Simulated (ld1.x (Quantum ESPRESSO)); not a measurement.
# fluorine: one change to a TM semilocal potential, before and after

```
Element                 : fluorine (F)
Generator               : ld1.x (Quantum ESPRESSO) 7.5
Type                    : norm-conserving Troullier–Martins (semilocal form)
Functional              : LDA (PZ)
Relativity              : non-relativistic
Frozen core             : [He]
Valence charge          : 7
Reference configuration : 2s2 2p5
Partial waves           : 2s (bound): rc 0.65 bohr; 3d channel at 0.05 Ry: rc 1.45 bohr; 2p (bound): rc 1.85 bohr
Local potential         : the p channel
Core correction         : a·sin(br)/r model core, default radius (core density twice the valence density)
```

Change: wave 2p (bound): rc 1.85 bohr becomes 2p (bound): rc 2.62 bohr.

Cutoffs: the cutoffs (Ry, on a coarse ladder) from which the occupation-weighted sum of valence levels, in a spherical-Bessel basis at the reference potential, stays within 10 and 1 mRy of its value at 400 Ry; they do not see the model core or the augmentation charge, which bear on the density cutoff. Errors are all-electron minus pseudo energies relative to the spin-unpolarised reference configuration.

**Question.** What does the change do?

**Answer.** The potential gets neither clearly harder nor softer (110 Ry and 260 Ry → 110 Ry and 260 Ry); the s channel sets the loose cutoff, while the largest relative change is in p, which becomes softer; of the 9 tests that both files solve, the error grows in 7 and shrinks in 1 by more than 15 % and 0.3 meV (median size 16.9 → 165.6 meV); neither file shows a bound ghost at the reference potential, the only one tested. A semilocal file is local in each channel, so a ghost entry of none says nothing of the separable form that plane-wave codes build from it.

| quantity | base | changed |
| --- | --- | --- |
| cutoff, loose | 110 Ry | 110 Ry |
| cutoff, tight | 260 Ry | 260 Ry |
| loose cutoff by channel (10 mRy a level) | s 90 Ry, p 45 Ry | s 90 Ry, p 25 Ry |
| bound ghosts | none | none |
| error for 2s2 2p4, meV [ΔE 19.57 eV] | +17 | +226 |
| error for 2s2 2p3, meV [ΔE 58.09 eV] | +404 | +1881 |
| error for 2s2 2p2, meV [ΔE 118.83 eV] | +1964 | +6663 |
| error for 2s2 2p4.5, meV [ΔE 7.64 eV] | -2.7 | +30 |
| error for 2s1 2p5, meV [ΔE 38.13 eV] | -242 | -668 |
| error for 2s1 2p6, meV [ΔE 18.30 eV] | +4.2 | -166 |
| error for 2s2 2p5.3, meV [ΔE -2.73 eV] | -3.1 | -1.3 |
| error for 2s2 2p5 (spin-polarised), meV [ΔE -0.38 eV] | -12 | -49 |
| error for 2s2 2p4 (spin-polarised), meV [ΔE 17.73 eV] | -65 | -57 |

Changed file: These tests converged, but a pseudo level misses the all-electron one widely, so the file describes the atom poorly there or has found another state: 2s2 2p2: 2p by 7.0 eV.
